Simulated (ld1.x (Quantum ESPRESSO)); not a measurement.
# Which change was made? (V, PAW)

- Element: V (Z = 23)
- Generator: ld1.x (Quantum ESPRESSO) 7.5
- Type: PAW
- Functional: PBE
- Relativity: scalar-relativistic
- Frozen core: [Ne]
- Valence charge: 13
- Reference configuration: 3s2 3p6 3d3 4s2 4p0
- Partial waves: 3s (bound): rcut 1.30, rcutus 1.50 bohr; 4s (bound): rcut 1.30, rcutus 1.50 bohr; 3p (bound): rcut 1.45, rcutus 1.55 bohr; 4p (bound, empty): rcut 1.45, rcutus 1.55 bohr; 3d (bound): rcut 1.20, rcutus 1.40 bohr; 3d channel at 2.95 Ry: rcut 1.20, rcutus 1.40 bohr
- Local potential: all-electron potential smoothed inside 1.40 bohr (lloc = -1)
- Core correction: Bessel-smoothed model core inside 1.20 bohr
- Augmentation charge: BESSEL, radius 1.25 bohr

Cutoffs, loose and tight: the cutoffs (Ry, on a coarse ladder) from which the occupation-weighted sum of valence levels, in a spherical-Bessel basis at the reference potential, stays within 10 and 1 mRy of its value at 400 Ry. They do not see the model core or the augmentation charge, which bear on the density cutoff. Test errors are all-electron minus pseudo excitation energies from the reference, over the configurations 3s2 3p6 3d3 4s1 4p0; 3s2 3p6 3d3 4s0 4p0; 3s2 3p6 3d2 4s0 4p0; 3s2 3p6 3d3 4s1.5 4p0; 3s2 3p6 3d3 4s1 4p1; 3s2 3p6 3d3 4s0 4p1; 3s2 3p5 3d3 4s2 4p0; variants that change the core or the reference have their own tests.

The base gives: outcome: generated, overlap not positive; bound ghosts: not determined (overlap not positive); largest test error (meV): -15.

(1) After one change the result is: outcome: failed: the pseudo-atom did not reach self-consistency. Which change was it?
A. type RRKJ; waves now 3s (bound): rc 1.50 bohr; 3p (bound): rc 1.55 bohr; 3d (bound): rc 1.40 bohr; local potential all-electron potential smoothed inside 1.25 bohr (lloc = -1)
B. local potential all-electron potential smoothed inside 1.10 bohr (lloc = -1)
C. waves 3d (bound): rcut 1.20, rcutus 1.98 bohr; 3d channel at 2.95 Ry: rcut 1.20, rcutus 1.98 bohr
D. waves 3p (bound): rcut 1.08, rcutus 1.14 bohr; 4p (bound): rcut 1.08, rcutus 1.14 bohr
E. core [Ne] 3s2, valence charge 11; reference 3p6 3d3 4s2 4p0; waves now 4s (bound): rcut 2.70, rcutus 3.10 bohr; 4s channel at 1.65 Ry: rcut 2.70, rcutus 3.10 bohr; 3p (bound): rcut 1.40, rcutus 1.50 bohr; 4p (bound): rcut 1.40, rcutus 1.50 bohr; 3d (bound): rcut 1.65, rcutus 1.80 bohr; 3d channel at 2.95 Ry: rcut 1.65, rcutus 1.80 bohr; local potential all-electron potential smoothed inside 2.95 bohr (lloc = -2); core correction Bessel-smoothed model core, default radius (core density twice the valence density)

Results:

(1) A. The others give: local potential all-electron potential smoothed inside 1.10 bohr (lloc = -1) → outcome: generated, overlap not positive; bound ghosts: not determined (overlap not positive); largest test error (meV): -5.1 | waves 3p (bound): rcut 1.08, rcutus 1.14 bohr; 4p (bound): rcut 1.08, rcutus 1.14 bohr → outcome: generated; cutoff, loose: 60 Ry; cutoff, tight: 110 Ry; bound ghosts: none; largest test error (meV): -15 | core [Ne] 3s2, valence charge 11; reference 3p6 3d3 4s2 4p0; waves now 4s (bound): rcut 2.70, rcutus 3.10 bohr; 4s channel at 1.65 Ry: rcut 2.70, rcutus 3.10 bohr; 3p (bound): rcut 1.40, rcutus 1.50 bohr; 4p (bound): rcut 1.40, rcutus 1.50 bohr; 3d (bound): rcut 1.65, rcutus 1.80 bohr; 3d channel at 2.95 Ry: rcut 1.65, rcutus 1.80 bohr; local potential all-electron potential smoothed inside 2.95 bohr (lloc = -2); core correction Bessel-smoothed model core, default radius (core density twice the valence density) → outcome: generated; cutoff, loose: 35 Ry; cutoff, tight: 70 Ry; bound ghosts: none; largest test error (meV): +0.3 over the solved tests; test run stopped at test 3 of 7 (negative rho) | waves 3d (bound): rcut 1.20, rcutus 1.98 bohr; 3d channel at 2.95 Ry: rcut 1.20, rcutus 1.98 bohr → outcome: generated, overlap not positive; bound ghosts: not determined (overlap not positive); largest test error (meV): +7.3. A file whose overlap is not positive is unfit for use, and its test errors describe a broken file.
